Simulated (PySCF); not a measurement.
# Correlation energy of Rh (rhodium, neutral)

[Kr] 4d9, 2D determinant (an excited configuration). Calculation: PySCF 2.14, in def2-TZVPPD with the def2 core potential (28 electrons) (6s4p3d2f1g, 56 functions); a scalar-relativistic core potential. Frozen: 4s2 4p6; 9 electrons correlated.

| level | correlation energy (mhartree) |
| --- | --- |
| CCSD | -272.29 |
| (T) | -12.88 |
| CCSD(T) | -285.17 |

Diagnostics: T1 = 0.038, D1 = 0.1417, largest double amplitude 0.031.

T1 exceeds 0.03, a sign that the reference determinant is poor.

Cost of the coupled-cluster step: of the order of 10 core-seconds, for 9 correlated electrons.

Iterations:

```
CC2 = 0
CCSD nocc = (np.int64(5), np.int64(4)), nmo = (52, 52)
frozen orbitals [[0, 1, 2, 3], [0, 1, 2, 3]]
max_cycle = 100
direct = 0
conv_tol = 1e-08
conv_tol_normt = 1e-06
diis_space = 8
diis_start_cycle = 0
Init t2, MP2 energy = -0.288797884871228
Init E_corr(UCCSD) = -0.288797884882818
cycle = 1  E_corr(UCCSD) = -0.2672402803711  dE = 0.0215576045  norm(t1,t2) = 0.0515394
cycle = 2  E_corr(UCCSD) = -0.271655661757225  dE = -0.00441538139  norm(t1,t2) = 0.0204917
cycle = 3  E_corr(UCCSD) = -0.271391568747449  dE = 0.00026409301  norm(t1,t2) = 0.0130416
cycle = 4  E_corr(UCCSD) = -0.271905277787312  dE = -0.00051370904  norm(t1,t2) = 0.00900556
cycle = 5  E_corr(UCCSD) = -0.272102751645524  dE = -0.000197473858  norm(t1,t2) = 0.00654026
cycle = 6  E_corr(UCCSD) = -0.27208241776971  dE = 2.03338758e-05  norm(t1,t2) = 0.00561931
cycle = 7  E_corr(UCCSD) = -0.272073787805473  dE = 8.62996424e-06  norm(t1,t2) = 0.00510408
cycle = 8  E_corr(UCCSD) = -0.272073690328133  dE = 9.74773392e-08  norm(t1,t2) = 0.00499671
cycle = 9  E_corr(UCCSD) = -0.272084208534986  dE = -1.05182069e-05  norm(t1,t2) = 0.0049966
cycle = 10  E_corr(UCCSD) = -0.272157417841614  dE = -7.32093066e-05  norm(t1,t2) = 0.00491205
cycle = 11  E_corr(UCCSD) = -0.272089835586566  dE = 6.7582255e-05  norm(t1,t2) = 0.00460641
cycle = 12  E_corr(UCCSD) = -0.272217640603649  dE = -0.000127805017  norm(t1,t2) = 0.00394112
cycle = 13  E_corr(UCCSD) = -0.272251969396301  dE = -3.43287927e-05  norm(t1,t2) = 0.00355434
cycle = 14  E_corr(UCCSD) = -0.272284879850454  dE = -3.29104542e-05  norm(t1,t2) = 0.00280575
cycle = 15  E_corr(UCCSD) = -0.272270432756889  dE = 1.44470936e-05  norm(t1,t2) = 0.00167741
cycle = 16  E_corr(UCCSD) = -0.272295695127766  dE = -2.52623709e-05  norm(t1,t2) = 0.00124942
cycle = 17  E_corr(UCCSD) = -0.272301794754379  dE = -6.09962661e-06  norm(t1,t2) = 0.000849583
cycle = 18  E_corr(UCCSD) = -0.272290130936514  dE = 1.16638179e-05  norm(t1,t2) = 0.00035818
cycle = 19  E_corr(UCCSD) = -0.272297523041212  dE = -7.3921047e-06  norm(t1,t2) = 0.000190159
cycle = 20  E_corr(UCCSD) = -0.272293533303502  dE = 3.98973771e-06  norm(t1,t2) = 7.05945e-05
cycle = 21  E_corr(UCCSD) = -0.272293529809736  dE = 3.49376589e-09  norm(t1,t2) = 3.01082e-05
cycle = 22  E_corr(UCCSD) = -0.272293799310376  dE = -2.69500641e-07  norm(t1,t2) = 1.60132e-05
cycle = 23  E_corr(UCCSD) = -0.272293918208115  dE = -1.18897739e-07  norm(t1,t2) = 9.4545e-06
cycle = 24  E_corr(UCCSD) = -0.27229413621283  dE = -2.18004714e-07  norm(t1,t2) = 6.99719e-06
cycle = 25  E_corr(UCCSD) = -0.272294307956055  dE = -1.71743226e-07  norm(t1,t2) = 4.65214e-06
cycle = 26  E_corr(UCCSD) = -0.272294318737364  dE = -1.07813082e-08  norm(t1,t2) = 2.58303e-06
cycle = 27  E_corr(UCCSD) = -0.272294307868114  dE = 1.08692491e-08  norm(t1,t2) = 1.92359e-06
cycle = 28  E_corr(UCCSD) = -0.272294273843458  dE = 3.40246562e-08  norm(t1,t2) = 1.28262e-06
cycle = 29  E_corr(UCCSD) = -0.272294252545211  dE = 2.12982468e-08  norm(t1,t2) = 9.02212e-07
cycle = 30  E_corr(UCCSD) = -0.272294228245138  dE = 2.43000736e-08  norm(t1,t2) = 5.77833e-07
cycle = 31  E_corr(UCCSD) = -0.27229421669952  dE = 1.15456177e-08  norm(t1,t2) = 2.79934e-07
cycle = 32  E_corr(UCCSD) = -0.272294215972794  dE = 7.26725791e-10  norm(t1,t2) = 9.70402e-08
UCCSD converged
E(UCCSD) = -109.9557816458778  E_corr = -0.2722942159727944
UCCSD(T) correction = -0.0128847285328307
```
